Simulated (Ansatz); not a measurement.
`[SiH3][SiH2][SiH]1[CH2][AlH]1` + `[CH3][AlH][SH]` → `[CH3][AlH][S][SiH3]` + `[SiH3][SiH]1[CH2][AlH]1`  (cleavage of the Si–Si bond)

Gas-phase electronic energies from Ansatz, PBE0-D4/def2-TZVP geometries. CBS: MP2 limit from def2 TZ/QZ plus the TZ coupled-cluster correction, frozen cores. This one scheme is used for every species. One conformer a species, not always the lowest.

`[SiH3][SiH2][SiH]1[CH2][AlH]1`:

Z-matrix (Å, degrees):
```
Si
Si 1 2.338
H 1 1.488 2 110.0
H 1 1.489 2 111.4 3 120.3
H 1 1.488 2 109.8 3 -119.4
Si 2 2.324 1 110.4 3 59.2
H 2 1.493 1 109.7 3 -66.0
H 2 1.494 1 108.7 3 177.0
Al 6 2.327 2 116.2 1 103.1
C 6 1.934 2 113.5 1 162.5
H 6 1.491 2 112.5 1 -62.0
H 9 1.580 6 164.6 2 -75.9
H 10 1.089 6 118.6 2 18.8
H 10 1.097 6 111.7 2 146.9
```

`[CH3][AlH][SH]`:

```xyz
8

C    -0.376    0.392    1.255
Al   -0.077    0.067   -0.637
S     1.417   -1.427   -1.207
H    -0.170    1.437    1.507
H     0.250   -0.237    1.892
H    -1.422    0.207    1.521
H    -0.844    0.813   -1.806
H     1.222   -1.251   -2.525
```

`[CH3][AlH][S][SiH3]`:

Z-matrix (Å, degrees):
```
C
Al 1 1.946
H 1 1.093 2 111.3
H 1 1.095 2 111.0 3 120.0
H 1 1.094 2 111.8 3 -120.9
S 2 2.191 1 121.1 3 174.3
H 2 1.582 1 124.7 3 -6.1
Si 6 2.134 2 100.4 1 -0.2
H 8 1.484 6 107.0 2 177.6
H 8 1.486 6 111.6 2 58.3
H 8 1.486 6 111.6 2 -63.2
```

`[SiH3][SiH]1[CH2][AlH]1`:

Cartesian coordinates in Å:
```
Si 1.701 -0.752 0.737
Si -0.572 -0.672 0.258
C -0.937 0.499 -1.239
Al -1.533 1.444 0.357
H 1.950 -1.280 2.106
H 2.479 -1.575 -0.233
H 2.228 0.642 0.674
H -1.220 -2.014 0.242
H -1.796 0.152 -1.826
H -0.123 0.753 -1.917
H -2.177 2.803 0.841
```

```
                        species  MP2/def2-QZVPP energy (Eh)
`[SiH3][SiH2][SiH]1[CH2][AlH]1`                 -1152.51100
               `[CH3][AlH][SH]`                  -680.80604
          `[CH3][AlH][S][SiH3]`                  -971.07936
      `[SiH3][SiH]1[CH2][AlH]1`                  -862.26061
```

Question: Work out ΔE.

Answer: ΔE = (-971.07936) + (-862.26061) − (-1152.51100) − (-680.80604) = -0.02293 Eh = -60.2 kJ/mol. CCSD(T)/CBS gives -52.2 kJ/mol.

Largest T1 diagnostic among the species: 0.014.

From PBE to PBE0 (25 % exact exchange), in def2-TZVPP and without D4, ΔE moves by −4.7 kJ/mol. The D4 term adds −3.2 kJ/mol with B3LYP and −1.5 kJ/mol with PBE0; it sums over pairs of atoms, weighted by their polarisabilities, and B3LYP, whose exchange is more repulsive, gets the larger term.

B3LYP here is the variant with VWN-RPA as its local correlation; programs differ in this.
